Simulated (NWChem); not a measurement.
Species: PbNH2Br, singlet; SMILES [NH2][Pb][Br]

```xyz
5

Pb     0.2194     0.7129     0.0000
Br     0.0029    -1.9320     0.0000
N     -1.8838     1.0037     0.0000
H     -2.5441     0.2306     0.0000
H     -2.3598     1.9015     0.0000
```
Atoms are numbered in this order, from 1.

All runs: NWChem. Low-valent species are run as closed-shell singlets; no triplet was tried in these runs. The geometry was optimised at PBE0/def2-SVP. def2 effective core potentials on Pb; no spin-orbit coupling. Ions are spin-unrestricted doublets at the neutral geometry; other ion states weren't tried. Functional: LC-ωPBE (HJS hole) with def2-SVP; rows give the range parameter ω in 1/bohr.

```
range parameter (1/bohr)  vertical ionisation energy, ΔSCF (eV)  −ε(HOMO) (eV)  ΔSCF minus −ε(HOMO) (eV)
------------------------  -------------------------------------  -------------  ------------------------
0.05                                                       8.72           6.48                      2.24
0.10                                                       8.77           7.18                      1.59
0.15                                                       8.86           7.79                      1.07
0.25                                                       9.08           8.74                      0.34
```
